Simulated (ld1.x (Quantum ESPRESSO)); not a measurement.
## u(r) = r·R(r): atom against pseudo-atom (magnesium (Mg))

Columns: radius, all-electron u(r) and pseudo u(r) of the 3s shell (level -4.67 eV) of magnesium in the configuration [He] 2s2 2p6 3s2 3p0; PBEsol, non-relativistic, TM semilocal scheme, ld1.x (Quantum ESPRESSO) 7.5.

```json
{"r (bohr)": "0.132", "all-electron": "0.0674", "pseudo": "0.0200"}
{"r (bohr)": "0.265", "all-electron": "-0.1255", "pseudo": "0.0409"}
{"r (bohr)": "0.398", "all-electron": "-0.2295", "pseudo": "0.0634"}
{"r (bohr)": "0.530", "all-electron": "-0.2329", "pseudo": "0.0881"}
{"r (bohr)": "0.663", "all-electron": "-0.1734", "pseudo": "0.1161"}
{"r (bohr)": "0.795", "all-electron": "-0.0836", "pseudo": "0.1478"}
{"r (bohr)": "0.928", "all-electron": "0.0176", "pseudo": "0.1845"}
{"r (bohr)": "1.060", "all-electron": "0.1170", "pseudo": "0.2257"}
{"r (bohr)": "1.193", "all-electron": "0.2098", "pseudo": "0.2718"}
{"r (bohr)": "1.325", "all-electron": "0.2917", "pseudo": "0.3211"}
{"r (bohr)": "1.458", "all-electron": "0.3628", "pseudo": "0.3725"}
{"r (bohr)": "1.590", "all-electron": "0.4223", "pseudo": "0.4226"}
{"r (bohr)": "1.723", "all-electron": "0.4718", "pseudo": "0.4693"}
{"r (bohr)": "1.855", "all-electron": "0.5116", "pseudo": "0.5095"}
{"r (bohr)": "1.988", "all-electron": "0.5430", "pseudo": "0.5420"}
{"r (bohr)": "2.120", "all-electron": "0.5664", "pseudo": "0.5661"}
{"r (bohr)": "2.252", "all-electron": "0.5826", "pseudo": "0.5826"}
{"r (bohr)": "2.385", "all-electron": "0.5925", "pseudo": "0.5925"}
{"r (bohr)": "2.518", "all-electron": "0.5967", "pseudo": "0.5967"}
{"r (bohr)": "2.650", "all-electron": "0.5960", "pseudo": "0.5960"}
{"r (bohr)": "2.782", "all-electron": "0.5911", "pseudo": "0.5911"}
{"r (bohr)": "2.915", "all-electron": "0.5826", "pseudo": "0.5826"}
{"r (bohr)": "3.048", "all-electron": "0.5711", "pseudo": "0.5711"}
{"r (bohr)": "3.180", "all-electron": "0.5572", "pseudo": "0.5572"}
{"r (bohr)": "3.312", "all-electron": "0.5413", "pseudo": "0.5413"}
{"r (bohr)": "3.445", "all-electron": "0.5238", "pseudo": "0.5238"}
```

Problem. How many radial nodes do the two functions have?

Solution. The all-electron 3s function has n − l − 1 = 2; the pseudo-wave has 0, since the states of the same l below it are removed with the core.

Problem. At about which radius was the pseudo-wave matched?

Solution. 2.45 bohr. The columns agree to 0.0005 from 2.12 bohr on; several derivatives are matched, so the curves merge somewhat inside the radius.

Problem. Is the pseudo-wave norm-conserving?

Solution. Yes: the TM semilocal scheme keeps the norm inside the radius equal to the all-electron one, which fixes the energy derivative of the logarithmic derivative at the level.
